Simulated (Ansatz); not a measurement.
Single points on Ge₂Sb.

```yaml
crystal:
  periodic: [false, false, false]
  atoms:
    - {symbol: Sb, position_ang: [0.442956, 0.078159, 1.391728]}
    - {symbol: Ge, position_ang: [0.853709, -0.684113, -0.999570]}
    - {symbol: Ge, position_ang: [-1.296665, 0.605953, -0.392157]}
basis:
  gaussian: {orbitals: def2-TZVP, initial_orbitals: start.molden}
magnetization: {spin_polarized: true, initial_magnetization: 1}
hamiltonian: {xc: pbe, dispersion: d4}
scf: {omitted_lower_state_checks: [starts]}
output: {forces: true, orbitals: {seedname: orbitals}}
```

The file start.molden holds the orbitals of an earlier run on this structure, at another level or in another basis.

```sh
$ ansatz run in.yaml --threads 4 --pin off --events-out ev --progress --plain --max-ram 3916MiB
```

It prints (some lines left out):

```
Functional definition: PBE
1099 factors; their error is unknown
mean field evaluation 1: about -119557.4242 eV, gradient 8.2e0 eV
mean field evaluation 2: about -119557.5407 eV, gradient 1.5e-1 eV
mean field evaluation 4: about -119557.5136 eV, gradient 2.5e-3 eV
mean field evaluation 8: about -119557.5136 eV, gradient 4.0e-5 eV
mean field -119557.51357945 eV, -4393.6575850515 hartree, gradient 2.6e-5 eV, S^2 0.756418; 0 other end points of the search recorded, 0 dependent functions left out
reference -119557.51360821 eV, -4393.6575861083 hartree; 44, 43 occupied and 102, 103 virtual orbitals, 1099 factors
Total energy: -119557.66360994 eV, -4393.6630985702 hartree
Atom 0 at     0.442956     0.078159     1.391728 Å, force     0.134358     0.028656     0.443969 eV/Å
Atom 1 at     0.853709    -0.684113    -0.999570 Å, force     0.179563    -0.163884    -0.298426 eV/Å
Atom 2 at    -1.296665     0.605953    -0.392157 Å, force    -0.313921     0.135228    -0.145543 eV/Å
Dipole moment:    -0.000285     0.000414     0.001153 e Å
Checks for a lower state left out: starts
```

Run time 3.1 s (4 threads of Arm Neoverse V1 on a shared host).

As the first input, with `hamiltonian: {xc: {name: BHLYP}, dispersion: d4}`, `output: {orbitals: {seedname: orbitals}}` (abridged; 6 s):

```
Functional definition: BHLYP
mean field -119571.35070808 eV, -4394.1660901496 hartree, gradient 1.4e-5 eV, S^2 0.763180
Total energy: -119571.65854621 eV, -4394.1774029921 hartree
Checks for a lower state left out: starts
```

The first input with `hamiltonian: {xc: pbe}`, `correlation: {method: rpa}` and without the key `output` (abridged; 5 s):

```
Functional definition: PBE
mean field -119557.51357932 eV, -4393.6575850466 hartree, gradient 7.5e-6 eV, S^2 0.756418
22 core orbitals not correlated: weight in the atoms' cores, before any rotation towards them, 1.000 or more for the frozen orbitals, at most 0.000 for the correlated occupied ones
Total energy: -119487.00455546 eV, -4391.0664262125 hartree
Checks for a lower state left out: starts
```

First input, but with `gaussian: {orbitals: def2-TZVPD, initial_orbitals: start.molden}`, `hamiltonian: {xc: pbe0, dispersion: d4}`, `output: {orbitals: {seedname: orbitals}}` (abridged; 7 s):

```
Functional definition: PBE0
mean field -119560.39989865 eV, -4393.7636553255 hartree, gradient 1.8e-5 eV, S^2 0.762175
Total energy: -119560.52673575 eV, -4393.7683165030 hartree
Checks for a lower state left out: starts
```

The first input with `gaussian: {orbitals: def2-SVP, initial_orbitals: start.molden}`, `hamiltonian: {xc: pbe0, dispersion: d4}`, `output: {orbitals: {seedname: orbitals}}` (abridged; 2.5 s):

```
Functional definition: PBE0
mean field -119545.97247137 eV, -4393.2334571524 hartree, gradient 2.1e-5 eV, S^2 0.761393
Total energy: -119546.09930331 eV, -4393.2381181403 hartree
Checks for a lower state left out: starts
```

The first input with `hamiltonian: {xc: pbe0, dispersion: d4}`, `output: {orbitals: {seedname: orbitals}}` (abridged; 5.5 s):

```
Functional definition: PBE0
mean field -119560.36828538 eV, -4393.7624935594 hartree, gradient 2.0e-5 eV, S^2 0.762034
Total energy: -119560.49511938 eV, -4393.7671546228 hartree
Checks for a lower state left out: starts
```

The first input with `hamiltonian: {xc: r2scan, dispersion: d4}`, `output: {orbitals: {seedname: orbitals}}` (abridged; 8.5 s):

```
Functional definition: r2SCAN
mean field -119576.44802536 eV, -4394.3534131045 hartree, gradient 2.3e-5 eV, S^2 0.763089
Total energy: -119576.47310509 eV, -4394.3543347674 hartree
Checks for a lower state left out: starts
```

Geometry: PBE0-D4/def2-TZVP.

In the def2 sets Sb takes a core potential; there is no spin–orbit coupling. Correlated methods freeze 22 core orbitals; core or outer-core shells of Sb, Ge are correlated, in sets that lack core-valence functions. The structure comes from a short search, and lower isomers may exist.
